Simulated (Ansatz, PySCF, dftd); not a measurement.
System: SiF2, charge 0, singlet. SiF2 (SMILES F[Si]F).
B3LYP-D3(BJ)/def2-TZVP minimum from Ansatz (an electronic-structure program):
```
Si
F 1 1.6090
F 1 1.6090 2 100.76
```
Charge 0, spin multiplicity 1.

Wanted: enthalpy of formation at 298 K (by atomisation, with ideal-gas terms from PySCF's Hessian at B3LYP-D3(BJ)/def2-TZVP and the atoms' measured values of the G2/97 table; no spin-orbit terms), in kcal/mol. Radicals and triplets start from unrestricted determinants; spin-orbit coupling is neglected. Correlated methods leave the cores frozen. Rows without X2C or -DK are non-relativistic. CBS(X,Y): correlation extrapolated as X^-3, Hartree-Fock from the larger set (Q,5: extrapolated as (X+1)exp(-9√X)). A bracket is a step between two methods taken in the basis named. Functionals run without relativity, which enters their misses. Double hybrids freeze cores in their MP2 part. '+ core + X2C': CCSD(T) terms for core correlation (cc-pwCVTZ, 1s frozen past Ne) and scalar relativity (cc-pVTZ-DK). The restricted determinant of F2Si (F[Si]F, singlet) is unstable towards broken spin symmetry in at least one set run.

| level | program | enthalpy of formation at 298 K (kcal/mol) | difference against the last row |
|---|---|---|---|
| PBE-D3(BJ)/def2-TZVPD | Ansatz + dftd3 | -154.8 | -1.9 |
| B3LYP-D3(BJ)/def2-TZVPD | Ansatz + dftd3 | -146.7 | 6.2 |
| r2SCANh-D4/def2-TZVPD | Ansatz + dftd4 | -142.4 | 10.5 |
| B2GP-PLYP/def2-TZVPD | Ansatz | -146.8 | 6.1 |
| MP2/cc-pV(T+d)Z | Ansatz | -155.3 | -2.4 |
| MP2/cc-pV(Q+d)Z | Ansatz | -163.7 | -10.8 |
| CCSD/CBS(cc-pV(Q+d)Z,cc-pV(5+d)Z) | Ansatz | -146.2 | 6.7 |
| CCSDT(Q)/cc-pV(D+d)Z | Ansatz | -111.3 | 41.6 |
| CCSDT(Q)/cc-pV(T+d)Z | Ansatz | -139.8 | 13.1 |
| CCSD(T)/CBS(cc-pV(Q+d)Z,cc-pV(5+d)Z) + [CCSDT(Q) - CCSD(T)]/cc-pV(T+d)Z + core + X2C | Ansatz | -152.9 | 0.0 |
